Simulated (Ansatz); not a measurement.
indium atom (In), doublet (core potentials on In); Ansatz (a program for electronic structure) with SVWN5/def2-SVP.

The Ansatz input:
Ansatz 0.2 input:
```yaml
crystal:
  periodic: [false, false, false]
  atoms:
    - {symbol: In, position_ang: [0.00000000, 0.00000000, 0.00000000]}
basis:
  gaussian:
    orbitals: def2-SVP
hamiltonian:
  xc: {name: SVWN5}
magnetization: {spin_polarized: true, initial_magnetization: 1}
```

What the program printed (banner, timings and long lists left out):

```
Functional definition: SVWN5
153 factors; integrals over basis functions are off by at most 4.7e-5 eV
mean field evaluation 1: about -5164.3955 eV, gradient 3.7e0 eV
mean field evaluation 2: about -5164.3849 eV, gradient 2.9e0 eV
mean field evaluation 4: about -5164.4339 eV, gradient 1.1e0 eV
mean field evaluation 8: about -5164.4371 eV, gradient 1.0e0 eV
mean field evaluation 16: about -5164.3955 eV, gradient 3.7e0 eV
mean field evaluation 32: about -5164.4055 eV, gradient 1.8e0 eV
mean field -5164.45023747 eV, -189.7900456370 hartree, gradient 1.3e-5 eV, S^2 0.750704; 5 other end points of the search recorded, 0 dependent functions left out
reference -5164.45025859 eV, -189.7900464129 hartree; 11, 10 occupied and 15, 16 virtual orbitals, 153 factors
Total energy: -5164.45025859 eV, -189.7900464129 hartree
```
